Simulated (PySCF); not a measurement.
# SbO⁻: one state, many levels of theory

State: ³Σ⁻ (triplet), unpaired electrons π ↑↑. Set-up: Sb aug-cc-pVDZ-PP with ECP28, O aug-cc-pVDZ; scalar-relativistic core potentials (PySCF 2.14). De refers to Sb + O⁻ in their high-spin ground configurations, without counterpoise correction. The functionals are run spin-unrestricted. A positive dipole points towards O; it is taken about the centre of mass and depends on that origin.

```json
{"Level": "ROHF-MP2", "Re (Å)": "1.914", "ωe (cm⁻¹)": "752", "De (eV)": "n/a", "μ (D)": "n/a", "CPU s a point (SCF and correlation, without the integrals)": "0.33"}
{"Level": "ROHF-SCS-MP2", "Re (Å)": "1.913", "ωe (cm⁻¹)": "743", "De (eV)": "n/a", "μ (D)": "n/a", "CPU s a point (SCF and correlation, without the integrals)": "n/a"}
{"Level": "PBE", "Re (Å)": "1.932", "ωe (cm⁻¹)": "676", "De (eV)": "4.49", "μ (D)": "-3.02", "CPU s a point (SCF and correlation, without the integrals)": "1.4"}
{"Level": "r²SCAN", "Re (Å)": "1.909", "ωe (cm⁻¹)": "713", "De (eV)": "4.23", "μ (D)": "-3.03", "CPU s a point (SCF and correlation, without the integrals)": "1.5"}
{"Level": "M06-L", "Re (Å)": "1.924", "ωe (cm⁻¹)": "689", "De (eV)": "n/a", "μ (D)": "-2.86", "CPU s a point (SCF and correlation, without the integrals)": "2.3"}
{"Level": "B3LYP", "Re (Å)": "1.917", "ωe (cm⁻¹)": "704", "De (eV)": "4.09", "μ (D)": "-3.33", "CPU s a point (SCF and correlation, without the integrals)": "1"}
{"Level": "PBE0", "Re (Å)": "1.899", "ωe (cm⁻¹)": "734", "De (eV)": "4.06", "μ (D)": "-3.25", "CPU s a point (SCF and correlation, without the integrals)": "1.3"}
{"Level": "r²SCAN0", "Re (Å)": "1.888", "ωe (cm⁻¹)": "754", "De (eV)": "n/a", "μ (D)": "-3.27", "CPU s a point (SCF and correlation, without the integrals)": "1.5"}
{"Level": "ωB97X", "Re (Å)": "1.897", "ωe (cm⁻¹)": "747", "De (eV)": "4.29", "μ (D)": "-3.54", "CPU s a point (SCF and correlation, without the integrals)": "1.6"}
```

**Question.** What does a quarter of exact exchange do here, going from PBE to PBE0?

**Answer.** PBE0 less PBE: -3.3 pm in Re, +8.6 % in ωe, -0.43 eV in De. Exact exchange removes part of the self-interaction that spreads semilocal densities, and in most molecules shortens and stiffens the bond and lowers De; so it does here.

**Question.** What does the step from GGA to meta-GGA do here, going from PBE to r²SCAN?

**Answer.** r²SCAN less PBE: -2.3 pm in Re, +5.5 % in ωe, -0.26 eV in De. 

**Question.** What does a quarter of exact exchange do here, going from r²SCAN to r²SCAN0?

**Answer.** r²SCAN0 less r²SCAN: -2.1 pm in Re, +5.8 % in ωe. Exact exchange removes part of the self-interaction that spreads semilocal densities, and in most molecules shortens and stiffens the bond and lowers De; so it does here.

Correlated steps freeze 5 core orbitals. These are scalar-relativistic numbers at best; spin–orbit coupling would shift them, the dissociation energy most. For an ion De counts to the pair picked by the measured ionisation energies or electron affinities, which need not be the lowest pair at this level. The highest Kohn–Sham level is positive in this anion. Much of that is self-interaction error, but it also means that the finite basis helps to hold the extra electron. The state is the lowest determinant that a PBE0 search found; another state may lie lower at other levels.

The whole job (state search and all levels along the bond) took about 3.5 min on 1 thread of Arm Neoverse V1 (shared host), peak memory 0.8 GiB.
